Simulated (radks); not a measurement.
The silicon ion Si10+, [He] 2s2. Calculated with a radial shooting solver on a logarithmic mesh with Libxc functionals: non-relativistic Kohn-Sham, exchange-only B88, spin-polarised, spherical densities, point nucleus. Every spin shell is full or empty, so the densities are truly spherical. Functionals are evaluated on that one density, not self-consistently. Rank these exchange functionals by their error against the exact value of the orbitals, and give that value: LDA, PW86, WC, B86b, G96, TPSS, revTPSS, Tao-Mo, TASK.

Answer. Exact: -10.8650 hartree. From best to worst, with 100 (|E| - |E exact|)/|E exact| (equal figures are ties): B86b -0.05, G96 -0.06, revTPSS +0.33, TPSS +0.55, Tao-Mo +0.71, PW86 +0.76, WC -2.92, TASK -3.27, LDA -12.52.
